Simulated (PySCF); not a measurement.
Structure with atom numbers: `[N:1]#[C:2][CH2:3][P:4]1[CH2:5][CH2:6][SiH:7]([F:8])[CH2:9][CH2:10]1`; H(Xn) means a hydrogen on atom n. Ha(C5), Ha(C6), Ha(C9), Ha(C10) are cis to F8 on the ring; Hb(C5), Hb(C6), Hb(C9), Hb(C10) are trans to F8 on the ring.

Method: shielding tensors at PBE0/pcSseg-1 (GIAO), GFN2-xTB geometry, in PySCF 2.14.0 with density-fitted response routines (no solvent model, one computed conformer, one averaged value for each set of equivalent atoms, relativity neglected).

δ = σ(ref) − σ, references computed at the same level: TMS for 13C (186.93 ppm) and 1H (31.72 ppm) and 29Si (349.16 ppm); NH3 for 15N (267.73 ppm); 31P (318.38 ppm) against H3PO4; 19F (170.95 ppm) vs CFCl3.

```tsv
atoms	nucleus	count	δ (ppm)
Si7	29Si	1	15.1
F8	19F	1	-204.5
N1	15N	1	301.6
Hb(C6)/Hb(C9)	1H	2	?
Ha(C5)/Ha(C10)	1H	2	1.79
C5/C10	13C	2	25.1
P4	31P	1	-58.1
C6/C9	13C	2	13.0
Ha(C6)/Ha(C9)	1H	2	1.29
C3	13C	1	15.7
H(C3)	1H	2	?
Hb(C5)/Hb(C10)	1H	2	?
C2	13C	1	?
H(Si7)	1H	1	5.26
```

Question: Estimate the values marked ?.

Answer: 
- C2: 120.5 ppm, nitrile carbon; typical of a nitrile
- H(C3): 2.25 ppm, hydrogen on an sp3 CH2 bonded to P, α to a nitrile
- Hb(C5)/Hb(C10): 2.07 ppm, hydrogen on an sp3 CH2 bonded to P
- Hb(C6)/Hb(C9): 1.63 ppm, hydrogen on an sp3 CH2 bonded to Si

Shifts are as computed. Against solution values, carbons near 30 ppm lie about +3 ppm off and those near 130 ppm about +5 ppm. Of 1211 compounds with measured shifts, 218 miss one by over three times the rms of a fit or turn the order of signals round; such compounds aren't used in these exercises. Unscaled 19F shifts against computed CFCl3 carry errors that often reach 10 to 50 ppm. Experimental scales use liquid or dissolved standards, which lie at an offset from isolated NH3 (liquid NH3: subtract about 20 ppm) and H3PO4. Unscaled 15N shifts of sp2 nitrogen come out 20 to 40 ppm too high even then.
